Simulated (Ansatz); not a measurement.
Reaction (ligand exchange at the Si–C bond): `CC[SiH](Cl)OC` + CH₃OH → `CO[SiH](Cl)OC` + `CC`

Calculated with Ansatz (gas phase, PBE0-D4/def2-TZVP geometries, no zero-point term in ΔE). CCSD(T)/CBS adds triple-zeta CCSD(T) − MP2 to the extrapolated MP2 energy (def2 sets, frozen cores). This one scheme is used for every species. DFT in def2-TZVPP. One conformer a species, not always the lowest.

`CC[SiH](Cl)OC`:

Cartesian coordinates in Å:
```
C -2.307 0.221 -1.131
C -1.221 -0.621 -0.467
Si 0.284 0.344 0.018
Cl -0.236 1.822 1.368
O 1.349 -0.680 0.708
C 2.613 -0.301 1.207
H -1.939 0.711 -2.036
H -2.668 1.002 -0.459
H -3.164 -0.393 -1.416
H -0.884 -1.422 -1.136
H -1.603 -1.114 0.432
H 0.916 1.065 -1.117
H 2.509 0.337 2.090
H 3.153 -1.206 1.487
H 3.197 0.236 0.452
```

CH₃OH:

Cartesian coordinates in Å:
```
C -0.026 0.050 0.352
O 0.407 -0.559 -0.843
H 0.430 -0.500 1.175
H -1.116 0.003 0.474
H 0.290 1.098 0.425
H 0.015 -0.092 -1.583
```

`CO[SiH](Cl)OC`:

```xyz
13

C     0.878   -1.482   -2.008
O    -0.056   -1.011   -1.060
Si    0.268    0.025    0.137
Cl    1.083    1.761   -0.616
O    -1.152    0.329    0.845
C    -1.359    1.251    1.893
H     1.714   -1.999   -1.524
H     1.272   -0.661   -2.614
H     0.364   -2.188   -2.661
H     1.270   -0.506    1.087
H    -2.406    1.191    2.190
H    -0.735    1.017    2.763
H    -1.142    2.273    1.567
```

`CC`:

Cartesian coordinates in Å:
```
C 0.159 -0.538 -0.512
C -0.159 0.538 0.512
H 0.105 -0.146 -1.531
H 1.164 -0.941 -0.368
H -0.543 -1.373 -0.444
H -0.105 0.146 1.531
H -1.164 0.941 0.368
H 0.543 1.373 0.444
```

Q: Is it downhill or uphill in electronic energy at CCSD(T)/CBS, and by how much? (Estimate.)

A: The calculation gave: Downhill: ΔE = -1.12 eV.

Q: What do these levels give: PBE0-D4, ωB97X-V, B2PLYP, PBE, PBE0, MP2/def2-TZVPP, SCS-MP2/def2-TZVPP, CCSD/def2-TZVPP, CCSD(T)/def2-TZVPP, SCS-MP2/def2-QZVPP, HF/CBS(def2), MP2/CBS(def2)? (Estimate.)

A: The calculation gave: PBE0-D4 -1.05, ωB97X-V -1.12, B2PLYP -1.18, PBE -1.03, PBE0 -1.07, MP2/def2-TZVPP -1.14, SCS-MP2/def2-TZVPP -1.17, CCSD/def2-TZVPP -1.15, CCSD(T)/def2-TZVPP -1.13, SCS-MP2/def2-QZVPP -1.17, HF/CBS(def2) -1.33, MP2/CBS(def2) -1.13 eV.

Largest T1 diagnostic among the species: 0.011.

In def2-TZVPP, CCSD(T) changes the Hartree–Fock value by +0.19 eV (the triples alone add +0.02 eV) and MP2 by +0.18 eV. From PBE to PBE0 (25 % exact exchange), in def2-TZVPP and without D4, ΔE moves by −0.03 eV.
